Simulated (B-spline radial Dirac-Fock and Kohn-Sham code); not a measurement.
## K-line shifts caused by a second vacancy in Cd⁶⁺

System: cadmium as Cd⁶⁺, configuration [Kr] 4d6.

Input file task.json (cfg lists n, l and occupation; rrms is the nuclear radius in fm):

```json
{"items": [{
  "Z": 48,
  "q": 6,
  "cfg": [[1, 0, 2], [2, 0, 2], [2, 1, 6], [3, 0, 2], [3, 1, 6], [3, 2, 10], [4, 0, 2], [4, 1, 6], [4, 2, 6]],
  "A": 114,
  "rrms": 4.6087,
  "do": ["binding", "quiet", "double"]
}]}
```

Launch: `python xray_run.py task.json out`

The computed values come from a radial B-spline solver: relaxed Dirac-Fock hole states (ΔSCF) with Breit and QED corrections and a finite nucleus. Each two-hole energy is an average over J within one jj subconfiguration, not an observable level; in light atoms, where LS coupling holds, the j-resolved values are not observed lines, and for a K spectator the Kα1 hypersatellite is nearly forbidden. No correlation.

Lines without a spectator: Kα2 (K-L2) 22981.6 eV, Kα1 (K-L3) 23171.4 eV, Kβ3 (K-M2) 26057.5 eV, Kβ1 (K-M3) 26092.3 eV. Shifts in eV with one spectator hole (a dash: not computed, or left out as unreliable):

| spectator hole | Kα2 | Kα1 | Kβ3 | Kβ1 |
| --- | --- | --- | --- | --- |
| K (1s) | +548.4 | +564.4 | +699.2 | +702.6 |
| L2 (2p1/2) | +59.9 | +75.4 | – | +160.6 |
| L3 (2p3/2) | +59.3 | +59.3 | +143.3 | – |
| M2 (3p1/2) | – | +8.52 | +19.64 | +23.82 |
| M3 (3p3/2) | +6.40 | – | +20.45 | +19.90 |
| M4 (3d3/2) | +1.09 | -1.41 | – | – |
| M5 (3d5/2) | -1.85 | -0.02 | – | – |

With n spectator holes in 2p, averaged over the 2p shell (energies in eV):

```tsv
n	KαLⁿ	step	hypersatellite KαʰLⁿ
0	23108.1	–	23667.1
1	23171.7	+63.6	23732.2
2	23236.6	+64.9	23798.6
3	23302.8	+66.2	23866.2
4	23370.2	+67.5	23935.1
5	23439.0	+68.8	24005.4
```

Run: 37 s of CPU time on 1 thread of Intel(R) Xeon(R) Platinum 8375C CPU @ 2.90GHz (shared host), peak memory 0.42 GiB.
